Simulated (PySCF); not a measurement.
SCF from a fresh guess for quintet RuCl2, at the PBE0 minimum. PySCF input:

```python
from pyscf import gto, scf, dft
mol = gto.M(atom='''
Ru     0.000000     0.000000     0.000000
Cl     0.000000     0.000000     2.255461
Cl     0.000000    -0.000000    -2.255461''',
    basis={'Ru': 'def2-SVP', 'Cl': 'def2-SVP'},
    ecp={'Ru': 'def2-SVP'},
    charge=0, spin=4)
mf = dft.UKS(mol, xc='PBE0')
mf.grids.atom_grid = (50, 194)
aux = {'Ru': 'def2-universal-JKFIT', 'Cl': 'def2-universal-JKFIT'}
mf = mf.density_fit(auxbasis=aux)
mf.conv_tol = 1e-08
mf.diis_space = 10
mf.max_cycle = 60
mf.init_guess = 'minao'
mf.verbose = 4
mf.kernel()
```

Excerpt of the output (cycles alone):

```
init E= -1005.40878319225
cycle= 1 E= -1013.68418460575  delta_E= -8.28  |g|= 1.21  |ddm|= 2.14
cycle= 2 E= -1006.12960367615  delta_E= 7.55  |g|= 2.82  |ddm|= 6.78
cycle= 3 E= -1014.70432616257  delta_E= -8.57  |g|= 0.183  |ddm|= 6.53
cycle= 4 E= -1014.72062141207  delta_E= -0.0163  |g|= 0.14  |ddm|= 0.41
cycle= 5 E= -1014.72575188232  delta_E= -0.00513  |g|= 0.0986  |ddm|= 0.146
cycle= 6 E= -1014.73011188559  delta_E= -0.00436  |g|= 0.0487  |ddm|= 0.0873
cycle= 7 E= -1014.73152054515  delta_E= -0.00141  |g|= 0.0045  |ddm|= 0.062
cycle= 8 E= -1014.73153837098  delta_E= -1.78e-05  |g|= 0.00173  |ddm|= 0.00863
cycle= 9 E= -1014.73154114137  delta_E= -2.77e-06  |g|= 0.000353  |ddm|= 0.00375
cycle= 10 E= -1014.73154162879  delta_E= -4.87e-07  |g|= 0.000168  |ddm|= 0.00186
cycle= 11 E= -1014.73154197725  delta_E= -3.48e-07  |g|= 8.82e-05  |ddm|= 0.00239
cycle= 12 E= -1014.73154209978  delta_E= -1.23e-07  |g|= 2.27e-05  |ddm|= 0.00219
cycle= 13 E= -1014.73154210556  delta_E= -5.78e-09  |g|= 1.67e-05  |ddm|= 0.000304
Extra cycle  E= -1014.73154210803  delta_E= -2.46e-09  |g|= 1.67e-05  |ddm|= 0.0001
converged SCF energy = -1014.73154210803  <S^2> = 6.0084427  2S+1 = 5.0033759
```

No lower solution of this spin was found from smeared starts or by a stability analysis within the unrestricted form.

Open d and f shells are described by one determinant, and the ground state may have another occupation or spin.

The search for the lowest solution, 3 starts and the stability check together, took 15 s on 2 threads of a shared Arm Neoverse N1 host, with 67 basis functions; the process peaked at 0.37 GiB.
